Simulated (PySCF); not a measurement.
SMILES [GeH3][CH2][SiH2]S, GFN2-xTB optimised geometry.

```
12

S      2.41    -2.08    -0.05
Si     1.68    -0.05     0.00
C     -0.22    -0.05     0.00
Ge    -0.91     1.79     0.00
H      1.66    -2.54     0.94
H      2.20     0.58     1.21
H      2.24     0.53    -1.21
H     -0.59    -0.58    -0.88
H     -0.60    -0.58     0.87
H     -0.43     2.54    -1.19
H     -0.46     2.53     1.22
H     -2.41     1.81    -0.02
```

Density from B3LYP/def2-TZVP in PySCF at that geometry.

Minimum of the electron density along straight lines between bonded atoms, close to the bond critical point (lines longer than 1.1 times the sum of covalent radii, or with two minima, are not listed):

```json
[
 {"bond": "S1–Si2", "length / Å": "2.155", "ρ at the minimum / e bohr⁻³": "0.097", "∇²ρ there / e bohr⁻⁵": "[?]", "position (fraction from the first atom)": "0.64"},
 {"bond": "Si2–C3", "length / Å": "1.895", "ρ at the minimum / e bohr⁻³": "0.118", "∇²ρ there / e bohr⁻⁵": "0.14", "position (fraction from the first atom)": "0.39"},
 {"bond": "C3–Ge4", "length / Å": "1.964", "ρ at the minimum / e bohr⁻³": "0.123", "∇²ρ there / e bohr⁻⁵": "[?]", "position (fraction from the first atom)": "0.53"},
 {"bond": "S1–H5", "length / Å": "1.324", "ρ at the minimum / e bohr⁻³": "0.221", "∇²ρ there / e bohr⁻⁵": "[?]", "position (fraction from the first atom)": "0.63"},
 {"bond": "Si2–H6", "length / Å": "1.463", "ρ at the minimum / e bohr⁻³": "0.127", "∇²ρ there / e bohr⁻⁵": "0.17", "position (fraction from the first atom)": "0.49"},
 {"bond": "Si2–H7", "length / Å": "1.456", "ρ at the minimum / e bohr⁻³": "0.128", "∇²ρ there / e bohr⁻⁵": "0.18", "position (fraction from the first atom)": "0.49"},
 {"bond": "C3–H8", "length / Å": "1.090", "ρ at the minimum / e bohr⁻³": "0.273", "∇²ρ there / e bohr⁻⁵": "-0.90", "position (fraction from the first atom)": "0.64"},
 {"bond": "C3–H9", "length / Å": "1.091", "ρ at the minimum / e bohr⁻³": "0.272", "∇²ρ there / e bohr⁻⁵": "-0.90", "position (fraction from the first atom)": "0.64"},
 {"bond": "Ge4–H10", "length / Å": "1.493", "ρ at the minimum / e bohr⁻³": "0.143", "∇²ρ there / e bohr⁻⁵": "0.10", "position (fraction from the first atom)": "0.60"},
 {"bond": "Ge4–H11", "length / Å": "1.495", "ρ at the minimum / e bohr⁻³": "0.143", "∇²ρ there / e bohr⁻⁵": "0.10", "position (fraction from the first atom)": "0.60"},
 {"bond": "Ge4–H12", "length / Å": "1.497", "ρ at the minimum / e bohr⁻³": "0.142", "∇²ρ there / e bohr⁻⁵": "0.10", "position (fraction from the first atom)": "0.60"}
]
```

Q: Fill in the missing entries.

A: 
- S1–Si2, ∇²ρ there / e bohr⁻⁵: 0.08
- C3–Ge4, ∇²ρ there / e bohr⁻⁵: 0.09
- S1–H5, ∇²ρ there / e bohr⁻⁵: -0.66
